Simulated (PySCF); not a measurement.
SiHClBr₂, SMILES Cl[SiH](Br)Br. Atoms are numbered in the order given.

```xyz
5

Si     0.5742     0.4241     0.0000
Cl    -0.2193     2.3128     0.0000
Br    -0.0909    -0.6538    -1.8044
Br    -0.0909    -0.6538     1.8044
H      2.0498     0.5134     0.0000
```

Geometry optimised at PBE0-D3(BJ)/def2-SVP.

These are HF/pcSseg-1 run with PySCF values and carry that method's errors.

GIAO shieldings, no solvent; atoms alike by connectivity are averaged. δ = σ(ref) − σ: ²⁹Si against TMS (σ = 393.8 ppm); ³⁵Cl against HCl (σ = 958.2 ppm); ¹H against TMS (σ = 31.99 ppm), references at their B3LYP-D3(BJ)/def2-TZVP geometries, non-relativistic (without spin–orbit terms, shifts of atoms bonded to Cl or Br come out too high).

| atoms | nucleus | count | δ (ppm) |
|---|---|---|---|
| Si1 | ²⁹Si | 1 | 22.9 |
| Cl2 | ³⁵Cl | 1 | 82.6 |
| H5 | ¹H | 1 | (withheld) |

### Question
Some entries are withheld; supply them. (The exact figures need the calculation; the answer reports its results.)

### Answer

- H5, δ (ppm): 6.21
